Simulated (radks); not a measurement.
Problem. Spin polarisation of the 4f6 shell in the europium ion Eu3+. Start: [Xe] 4f(up 3, down 3); electrons of 4f are moved from spin down to spin up, other shells keep equal spins. All-electron calculation, scalar-relativistic Kohn-Sham, PBE, spin-polarised, spherical densities, finite nucleus; Fermi nuclear charge, rms radius of each element as measured or else 0.836 A^(1/3) + 0.57 fm. Program: a radial shooting solver on a logarithmic mesh with Libxc functionals. Estimate the energy gained and the exchange splitting at a moment of 6 Bohr magnetons.

Solution. At moment 6 the spin-polarisation energy is -6.876 eV and the 4f exchange splitting 4.577 eV, that is 0.763 eV per Bohr magneton; E = -I m^2/4 would give I = 0.764 eV.
